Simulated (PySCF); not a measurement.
Run record: geometry optimisation, VFCl3 (`[F][V]([Cl])([Cl])[Cl]`) [radical].

Computed with PBE0-D3(BJ)/def2-SVP geometry optimisation, gas phase (PySCF 2.14.0). Start geometry: GFN2-xTB. A driver script takes a list of jobs; this job's settings line and coordinates (Å) are shown.

Input:
```
{"job": {"xc": "PBE0", "basis": "def2-SVP", "d3": "d3bj", "grid": 1, "maxiter": 40, "kind": "geom"}, "charge": 0, "multiplicity": 2}
V     -0.062380     0.107750     0.197530
F      0.110860    -0.190350     1.797980
Cl     1.856470     0.057550    -0.600610
Cl    -0.934080     1.608580    -0.795420
Cl    -0.970860    -1.583540    -0.599490
```

Output:
```
step   0  E = -2423.24305978  max force = 0.051777
step   1  E = -2423.25707362  max force = 0.013595
step   2  E = -2423.25820827  max force = 0.005871
step   3  E = -2423.25860074  max force = 0.001515
step   4  E = -2423.25863972  max force = 0.001272
step   5  E = -2423.25864708  max force = 0.000683
step   6  E = -2423.25864366  max force = 0.000451
step   7  E = -2423.25864463  max force = 0.000341
optimisation converged
```

Energies in Eh; «max force» is the largest Cartesian gradient component in Eh/bohr.

Give the first gradient maximum in eV/Å.

With 1 Eh/bohr = 51.422 eV/Å, 2.662 eV/Å.

How much energy does the optimisation release, in kJ/mol?

E(step 0) − E(last step) = 0.015585 Eh, which is 40.9 kJ/mol.

Summary of the converged run: final energy -2423.25864 Eh after 7 steps; dipole 0.39 D.

Hardware: one thread, Arm Neoverse V1, shared host. Cost: 72 s of wall time.
Labels such as C1 count atoms from 1, the log's own numbers from 0.

Neither the SCF state along the optimisation nor the shape of the open-shell metal species was proved the lowest: other solutions of the same spin, or a structure of lower symmetry, can lie below.
